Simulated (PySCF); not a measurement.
# Ions at one geometry of [PbO(OH)]+

PySCF 2.14.0, RKS PBE0, Pb def2-SVP with ECP60, O def2-SVP, H def2-SVP; non-relativistic Hamiltonian with scalar-relativistic core potentials where named; density fitting; no spin-orbit coupling; singlets restricted, open shells unrestricted. The geometry is relaxed for charge +1, singlet, vacuum:

```xyz
4

Pb   -0.0665    0.0110    0.4401
O     1.8063   -0.0032    0.1699
O    -1.9911   -0.0161    1.0104
H    -2.6185    0.0974    0.2678
```

Energies count from the relaxed state; an electron taken off or put on is at rest in vacuum. Charges and spins are Mulliken's.

```
                     state  energy (eV)  spin squared  charge on Pb1 (e)  spin on Pb1 (e)  dipole about the centre of mass (D)
charge +1, singlet, vacuum         0.00          0.00               1.36             0.00                                 3.89
charge +2, doublet, vacuum        16.89          0.87               1.77             0.02                                 2.40
```

Problem. What does the state charge 0, doublet, vacuum give?

Solution. energy (eV) -8.19, spin squared 0.76, charge on Pb1 (e) 0.79, spin on Pb1 (e) 0.18, dipole about the centre of mass (D) 3.13.

With an electron taken off (doublet) the charges change, summed by element, by Pb +0.41 e, O +0.54 e, H +0.05 e. The vertical ionisation energy is 16.89 eV, against −ε(HOMO) = 15.00 eV of the relaxed state. The level lies 1.9 eV too high, as is usual for semilocal functionals and global hybrids, which keep a self-interaction error.

With an electron put on (doublet) the charges change, summed by element, by Pb -0.57 e, O -0.34 e, H -0.09 e. The vertical electron affinity is 8.19 eV, against −ε(LUMO) = 10.52 eV of the relaxed state.

Open shells may have lower solutions than those found.
